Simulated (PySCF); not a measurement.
# A search over the determinants of AlTl

Unrestricted PBE0; PySCF, scalar-relativistic core potentials, basis sets Al def2-SVP, Tl def2-SVP with ECP60. Outer shells of the fragments: Al 3s2 3p1; Tl 5d10 6s2 6p1.

Followed along the bond (rough minima from three points):

```tsv
2Ms+1	unpaired	⟨S²⟩ at the start	R at minimum (Å)	Te (eV)
3	σ ↑, π ↑	2.01	2.93	0.00
1	σ ↑, π ↓	1.02	2.92	0.15
3	π ↑↑	2.01	2.67	0.16
1	π ↑↓	1.01	2.68	0.33
1	none	0.00	2.71	0.83
```

Solutions found at the starting distance of 2.625 Å, counted from the lowest of them; the search is not exhaustive and high or unbound solutions are not listed, so other states can lie among these:

| 2Ms+1 | unpaired | term | E (eV) | ⟨S²⟩ | ⟨Lz²⟩ | μ (D) |
| --- | --- | --- | --- | --- | --- | --- |
| 3 | π ↑↑ | ³Σ⁻ | 0.00 | 2.01 | 0.00 | 0.84 |
| 3 | σ ↑, π ↑ | ³Π | 0.02 | 2.01 | 1.00 | 0.69 |
| 1 | σ ↑, π ↓ | mixed | 0.16 | 1.02 | 1.00 | 0.65 |
| 1 | π ↑↓ | mixed | 0.18 | 1.01 | 2.01 | 0.80 |
| 1 | none | mixed | 0.68 | 0.00 | 2.00 | 0.58 |
| 1 | none | ¹Σ⁺ | 0.92 | 0.00 | 0.00 | 0.47 |
| 3 | π ↑↑ | mixed | 1.94 | 2.01 | 2.01 | -0.36 |
| 3 | σ ↑↑, π ↑↓ | mixed | 3.04 | 3.01 | 2.01 | 0.56 |
| 3 | σ ↑↑ | mixed | 3.50 | 2.18 | 2.00 | 0.09 |
| 3 | σ ↑↑ | ³Σ⁺ | 4.35 | 2.00 | 0.00 | -4.12 |
| 3 | σ ↑↑↑, π ↓ | mixed | 7.45 | 3.00 | 1.00 | -4.32 |

A term symbol is given only where ⟨S²⟩ and ⟨Lz²⟩ are close to those of a pure state; real π, δ and φ orbitals otherwise mix terms. A positive dipole means Al(−)Tl(+).

Spin–orbit coupling is left out, which matters for elements this heavy, above all for dissociation energies.
